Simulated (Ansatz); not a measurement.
`CC[O][SnH3]` → `[OH][SnH3]` + ethylene at 400 K and 1 bar (alkene loss).

Program: Ansatz. Geometries: PBE0-D4/def2-TZVP. ΔE: electronic, gas phase. CCSD(T)/CBS is the MP2 limit (def2-TZVPP, def2-QZVPP) plus CCSD(T) − MP2 in def2-TZVPP, frozen cores. This one scheme is used for every species. def2 core potentials past Kr. For Sn outer-core shells are correlated without core-valence functions, which leaves a few kJ/mol of doubt a bond. Each species was taken in one conformer, which may not be the lowest.

| species | CCSD(T)/CBS energy (Eh) | H − E (kJ/mol) | S (J/(mol·K)) |
| --- | --- | --- | --- |
| `CC[O][SnH3]` | -370.09955 | 269.3 | 391.1 |
| `[OH][SnH3]` | -291.59405 | 108.6 | 309.2 |
| `C=C` | -78.48111 | 149.4 | 232.7 |

H − E and S are ideal-gas, rigid-rotor, harmonic terms from PBE0-D4/def2-TZVP, for one conformer and one mirror image of each species. 1 Eh = 2625.50 kJ/mol, R = 8.31446 J/(mol·K).

Task: By hand: ΔE, ΔH, ΔS and ΔG.

Result: ΔE = (-291.59405) + (-78.48111) − (-370.09955) = 0.02439 Eh = 64.0 kJ/mol. Δ(H − E) = 108.6 + 149.4 − 269.3 = -11.3, so ΔH = 52.7 kJ/mol. ΔS = 309.2 + 232.7 − 391.1 = 150.8 J/(mol·K). ΔG = 52.7 − 400 × (150.8)/1000 = -7.6 kJ/mol.

Task: By hand: the equilibrium constant, and the temperature at which ΔG would vanish if ΔH and ΔS stayed fixed.

Result: log₁₀ K = −ΔG/(RT ln 10) = 1.0. ΔG = 0 at ΔH/ΔS = 349 K.

The number of gas molecules changes by +1, which sets the sign of ΔS. A doubt of 5 kJ/mol in ΔE shifts log₁₀ K by 0.7 here. Other conformers and mirror images would add mixing entropy, several J/(mol·K) or more a flexible species. Modes under 60 cm⁻¹, often nearly free rotors, make the harmonic entropy too high. These are equilibria of isolated gas molecules and say nothing of rates. Largest T1 diagnostic: 0.014 (customary marks: 0.02 for closed shells, 0.045 for open ones).
